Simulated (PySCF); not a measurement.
Problem. Write Cartesian coordinates for `[CH2]1[C@H]([C@@H]([GeH2]1)F)F` as optimised with PBE0-D3(BJ)/def2-SVP.

Solution. 
```xyz
12
C3H6F2Ge angstrom
F     -0.8306    0.5718    1.7152
C     -0.8552    0.5571    0.3348
C     -0.8133   -0.8973   -0.1428
Ge     1.1695   -0.8017   -0.0873
C      0.5116    1.0920   -0.1299
F      0.4285    1.5291   -1.4328
H     -1.7139    1.1644   -0.0054
H     -1.1539   -0.9827   -1.1854
H     -1.3829   -1.5925    0.4878
H      1.9533   -1.2799   -1.3200
H      1.8305   -1.2710    1.2171
H      0.9037    1.8966    0.5106
```

Any rigid rotation of these coordinates is as good. Atoms count from 1 in this order. The 4-membered ring C2–C3–Ge4–C5 has internal angles of 73.6° to 102.2° (sum 352°, against 360° for a flat polygon); it is puckered, 0.16 Å rms from its mean plane, widest ring torsion 25°. Ge4 (germanium bonded to 2 C and 2 H) has angles from 73.6° to 118.1°.

Bonds between heavy atoms (Å): F1–C2 1.381, C2–C3 1.531, C3–Ge4 1.986, Ge4–C5 2.005, C5–F6 1.377, C2–C5 1.539.

Method used: PBE0-D3(BJ)/def2-SVP geometry optimisation, gas phase in PySCF 2.14.0.

Point group: C1 (no symmetry element, even within 0.4 Å). No PBE0-D3(BJ)/def2-SVP frequencies stand behind this structure, so it isn't proved a minimum. One conformer, not necessarily the lowest (F1–C2–C3–Ge4 -88°, C2–C3–Ge4–C5 -19°, C3–Ge4–C5–F6 -92°, F1–C2–C5–Ge4 90°).
